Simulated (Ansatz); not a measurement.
```yaml
crystal:
  periodic: [false, false, false]
  atoms:
    - {symbol: O, position_ang: [-0.354782, 2.626399, -0.665789]}
    - {symbol: In, position_ang: [0.716928, 1.324070, 0.358686]}
    - {symbol: S, position_ang: [-0.785981, -0.246813, 1.498047]}
    - {symbol: Si, position_ang: [-0.316262, -1.676429, 0.049890]}
    - {symbol: F, position_ang: [0.632615, -0.896645, -1.035714]}
    - {symbol: H, position_ang: [-1.290442, 2.409518, -0.643473]}
    - {symbol: H, position_ang: [2.389626, 1.434512, 0.592912]}
    - {symbol: H, position_ang: [0.500278, -2.806154, 0.547261]}
    - {symbol: H, position_ang: [-1.491971, -2.168458, -0.701819]}
basis:
  gaussian: {orbitals: ANO-RCC-VTZP}
hamiltonian: {xc: {name: HF}}
correlation: {active_space: {window: {electrons: 3, orbitals: 2}}}
scf: {lower_state_search: full}
output: {forces: true}
```

```sh
$ ansatz run in.yaml --threads 4 --pin off --events-out ev --progress --plain --max-ram 10444MiB
```

Shortened log:

```
Functional definition: HF
1670 factors; integrals over basis functions are off by at most 1.1e-3 eV
mean field evaluation 1: about -183491.5749 eV, gradient 5.0e1 eV
mean field evaluation 2: about -183491.7110 eV, gradient 5.0e1 eV
mean field evaluation 4: about -183496.6652 eV, gradient 3.9e0 eV
mean field evaluation 8: about -183496.7346 eV, gradient 3.3e-1 eV
mean field -183496.73522382 eV, -6743.3806409209 hartree, gradient 2.5e-6 eV, S^2 0.000000; 0 other end points of the search recorded, 0 dependent functions left out
reference -183496.73522382 eV, -6743.3806409209 hartree; 50, 50 occupied and 202, 202 virtual orbitals, 1670 factors
Error: 3 electrons in 2 orbitals form no window around the highest filled level of the reference
```

Task: What is wrong with this run?

Result: The active space doesn't fit the electrons. The run stopped with an error.
